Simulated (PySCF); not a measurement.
C2H8B2N2.
SMILES with atom numbers: `[CH:1]#[C:2][BH-:3]1[NH2+:4][BH2-:5][NH2+:6]1` (hydrogens: H7 on C1; H8 on B3; H9, H10 on N4; H11, H12 on B5; H13, H14 on N6)

The closed-shell ground state was solved at several levels (PySCF, density fitting, gas phase, non-relativistic). Isolated species at its GFN2-xTB geometry, gas phase.

```csv
level,basis functions,HOMO (eV),LUMO (eV),gap (eV),dipole (D)
PBE0/def2-SVPD,184,-7.47,0.13,7.60,0.13
B3LYP/pcJ-1,242,-7.18,0.44,7.62,0.19
CAM-B3LYP/def2-SVPD,184,-8.83,0.75,9.58,0.13
```

(1) What might PBE0/pcSseg-1 (142 basis functions) give for the same quantities?

(2) Over all these levels, which gives the widest orbital gap and which the narrowest?

(3) How far do the dipole and the HOMO energy spread over the levels?

Results:

(1) HOMO -7.43 eV, LUMO 0.69 eV, gap 8.12 eV, dipole 0.22 D.

(2) CAM-B3LYP/def2-SVPD (range-separated hybrid) has the widest, 9.58 eV, and PBE0/def2-SVPD (global hybrid, 25 % exact exchange) the narrowest, 7.60 eV. The two share the basis. From the narrowest to the widest the HOMO moves by -1.36 eV and the LUMO by +0.62 eV.

(3) The dipole runs from 0.13 to 0.22 D (mean 0.17 D) and the HOMO from -8.83 to -7.18 eV.
